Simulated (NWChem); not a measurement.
WH$_{2}$F$_{4}$; SMILES [F][WH2]([F])([F])[F]

```xyz
7

W      0.0000     0.0000     0.1241
F     -0.1504    -1.7973    -0.3234
F     -1.8034     0.0298    -0.3234
F      0.1504     1.7973    -0.3234
F      1.8034    -0.0298    -0.3234
H      0.5980    -0.6609     1.5398
H     -0.5980     0.6609     1.5398
```
Atoms are numbered in this order, from 1.

Level: PBE0/def2-SVP with def2 effective core potentials on W (NWChem), optimised geometry, unscaled harmonic frequencies. def2 effective core potentials on W; no spin-orbit coupling.

Question: List the harmonic frequencies with IR intensities, and the thermochemistry.

Answer: 
```json
[
 {"frequency (cm⁻¹)": "121", "IR intensity (km/mol)": "0.0"},
 {"frequency (cm⁻¹)": "179", "IR intensity (km/mol)": "17.3"},
 {"frequency (cm⁻¹)": "237", "IR intensity (km/mol)": "7.3"},
 {"frequency (cm⁻¹)": "277", "IR intensity (km/mol)": "17.5"},
 {"frequency (cm⁻¹)": "340", "IR intensity (km/mol)": "0.7"},
 {"frequency (cm⁻¹)": "430", "IR intensity (km/mol)": "0.0"},
 {"frequency (cm⁻¹)": "663", "IR intensity (km/mol)": "2.4"},
 {"frequency (cm⁻¹)": "700", "IR intensity (km/mol)": "205.9"},
 {"frequency (cm⁻¹)": "713", "IR intensity (km/mol)": "179.6"},
 {"frequency (cm⁻¹)": "738", "IR intensity (km/mol)": "32.9"},
 {"frequency (cm⁻¹)": "761", "IR intensity (km/mol)": "0.0"},
 {"frequency (cm⁻¹)": "880", "IR intensity (km/mol)": "26.4"},
 {"frequency (cm⁻¹)": "1175", "IR intensity (km/mol)": "6.2"},
 {"frequency (cm⁻¹)": "2135", "IR intensity (km/mol)": "59.4"},
 {"frequency (cm⁻¹)": "2174", "IR intensity (km/mol)": "65.8"}
]
```

```yaml
zero_point_energy: 16.5 kcal/mol
thermal correction to the enthalpy at 298.15 K (with zero-point energy): 21.0 kcal/mol
heat capacity Cv: 21.0 cal/(mol K)
entropy at 298.15 K and 1 atm (symmetry number 2): 80.6 cal/(mol K)
```

Rigid rotor and harmonic oscillator.
